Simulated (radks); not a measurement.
Spherical quantum dot in the effective-mass picture: electrons in a hard-walled sphere of radius 3.02, all in effective atomic units (hartree* = m*/eps^2 hartree, bohr* = eps/m* bohr), one dielectric constant everywhere. Calculated with a radial shooting solver with Libxc functionals: non-relativistic Kohn-Sham, exchange-only LDA, spin-polarised, spherical densities. Levels are named by radial order and angular momentum (1s, 1p, 1d, 2s, ...), and open shells are averaged over m.

N = 33, configuration 1s2 1p6 1d10 2s(up 1, down 0) 1f14. This is the lowest configuration that the search found. Occupied and some empty levels:

level,occupation,eigenvalue (hartree*),<r> (bohr*)
1s up,1,14.521,2.070
1s down,1,14.538,2.086
1p up,3,14.796,2.144
1p down,3,14.806,2.149
1d up,5,15.275,2.206
1d down,5,15.282,2.208
1f up,7,15.935,2.259
1f down,7,15.940,2.260
2s up,1,16.475,1.331
2s down,0,16.630,1.367
1g up,0,16.762,2.304
1g down,0,16.766,2.304
2p up,0,17.434,1.570
2p down,0,17.523,1.591
2d up,0,18.561,1.720
2d down,0,18.615,1.732

Energy (hartree*): total 286.780, kinetic 75.145, external 0, Hartree 229.39, exchange-correlation -17.753.

Electron density:

r (bohr*),n(r) (e/bohr*^3)
0.164,0.1518
0.314,0.1459
0.464,0.1373
0.614,0.1277
0.765,0.1193
0.915,0.1153
1.06,0.1197
1.22,0.1369
1.36,0.1710
1.51,0.2249
1.67,0.2988
1.82,0.3857
1.97,0.4717
2.12,0.5341
2.27,0.5452
2.42,0.4840
2.57,0.3512
2.72,0.1861
2.87,0.05109
3.02,0.0001146
